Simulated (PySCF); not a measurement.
## Computed NMR parameters against published values

Geometry (Å), atoms numbered from 1 in this order:
```xyz
23

C    -1.702   -0.694    1.041
C    -0.956    0.060   -0.063
C    -1.379   -0.521   -1.419
C    -1.347    1.543    0.012
C     0.551   -0.057    0.073
C     1.176   -0.773    1.089
C     2.561   -0.826    1.133
N     3.348   -0.229    0.256
C     2.762    0.453   -0.713
C     1.390    0.569   -0.848
H    -1.473   -1.757    1.012
H    -1.448   -0.302    2.023
H    -2.774   -0.577    0.900
H    -0.930    0.027   -2.243
H    -2.461   -0.470   -1.525
H    -1.074   -1.562   -1.496
H    -2.428    1.646   -0.052
H    -0.902    2.112   -0.800
H    -1.014    1.975    0.953
H     0.611   -1.291    1.846
H     3.067   -1.377    1.916
H     3.431    0.931   -1.417
H     0.987    1.145   -1.667
```

[PySCF 2.14.0 with density-fitted response routines: GFN2-xTB structure; PBE0/pcSseg-1 with gauge-including orbitals; one averaged value for each set of equivalent atoms; isolated molecule; one computed conformer; non-relativistic]

Reference values: estimated from measurements, as parent shift plus tabulated substituent increment (solution, not stated per compound (mostly CDCl3 or CCl4); Pretsch, Buehlmann, Badertscher, Structure Determination of Organic Compounds, 4th ed. (2009)).
| atoms | quantity | reference | computed | computed, scaled |
| --- | --- | --- | --- | --- |
| C5 | δ ¹³C | 159.8 | 165.1 | 158.7 |
| C7/C9 | δ ¹³C | 150.7 | 155.9 | 149.7 |
| C6/C10 | δ ¹³C | 121.1 | 125.3 | 119.9 |

Computed shifts are σ(ref) − σ with the named reference compound (TMS for H and C) calculated as an isolated molecule at the same level. The measured values may be among those fitted. Empirical linear scaling, fitted to shifts measured mostly in CDCl3 for H and C (δ vs TMS): ¹³C (scatter 2.1 ppm rms, 2.3 ppm with the 13 outliers that the fit left out). A few per cent of atoms miss by over 2 rms, more outside the fitted compound classes.

Q: How far are the unscaled ¹³C shifts from the references?

A: Mean signed difference +4.90 ppm, mean absolute 4.90 ppm over 3 comparisons; the largest is +5.3 ppm at C5 (substituted aromatic carbon).
